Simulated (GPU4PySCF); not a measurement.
Pt(Cl)2(bpy) (C10H8Cl2N2Pt), SMILES c12cccc[n]2->[Pt]([Cl])(<-[n]2c-1cccc2)[Cl], multiplicity 1.

Coordinates come from a B3LYP-D3(BJ)/def2-TZVP optimisation. The multiplicity is an assumed one; no other spin state was optimised. The isomer is the one that the SMILES or the coordinates give; other isomers of the formula were not compared. The def2 effective core potentials stand for the cores of Pt; spin–orbit coupling is left out. The values are those of a single conformer.

The numbers are results of GPU4PySCF with TDDFT-PBE/def2-SVPD, not measurements.

Vertical excitations. 

| state | energy (eV) | λ (nm) | f | main pairs |
|---|---|---|---|---|
| S1 | 1.58 | 784 | 0.004 | HOMO→LUMO 99 % |
| S2 | 1.72 | 719 | 0.000 | HOMO−1→LUMO 100 % |
| S3 | 2.12 | 583 | 0.000 | HOMO−3→LUMO 100 % |
| S4 | 2.13 | 583 | 0.036 | HOMO−2→LUMO 86 % |
| S5 | 2.21 | 561 | 0.000 | HOMO−4→LUMO 100 % |
| S6 | 2.33 | 532 | 0.011 | HOMO→LUMO+1 98 % |
| S7 | 2.49 | 498 | 0.000 | HOMO−1→LUMO+1 100 % |
| S8 | 2.61 | 476 | 0.012 | HOMO→LUMO+2 55 %, HOMO−2→LUMO+1 42 % |
| S9 | 2.72 | 457 | 0.000 | HOMO−1→LUMO+2 100 % |
| S10 | 2.89 | 429 | 0.000 | HOMO−3→LUMO+1 99 % |
| S11 | 2.89 | 429 | 0.085 | HOMO−2→LUMO+1 53 %, HOMO→LUMO+2 32 %, HOMO−2→LUMO 10 % |
| S12 | 2.98 | 416 | 0.030 | HOMO−2→LUMO+2 94 % |
| T1 | 1.44 | 858 | 0 | HOMO→LUMO 100 % |
| T2 | 1.67 | 743 | 0 | HOMO−1→LUMO 100 % |
| T3 | 1.75 | 710 | 0 | HOMO−2→LUMO 99 % |
| T4 | 2.04 | 609 | 0 | HOMO−3→LUMO 100 % |
Triplets are in the Tamm–Dancoff approximation, which puts them higher than full response would, so one can lie above its singlet here.
